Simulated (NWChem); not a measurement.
# CdH2; SMILES [CdH2]

```xyz
3

Cd     0.0000     0.0000     0.0000
H      0.0000     0.0000    -1.6798
H      0.0000     0.0000     1.6798
```
Atoms are numbered in this order, from 1.

All runs: NWChem. Coordinates come from a PBE0/def2-SVP optimisation. No frequency run checked for a minimum. def2 effective core potentials on Cd; no spin-orbit coupling. Ions are spin-unrestricted doublets at the neutral geometry; other ion states weren't tried.

For level PBE/def2-SVP:

```yaml
"−ε(HOMO) (eV)": 6.65
```

Q: What are these values for level B3LYP/def2-SVP?

A: The −ε(HOMO) (eV) comes out as 7.61.
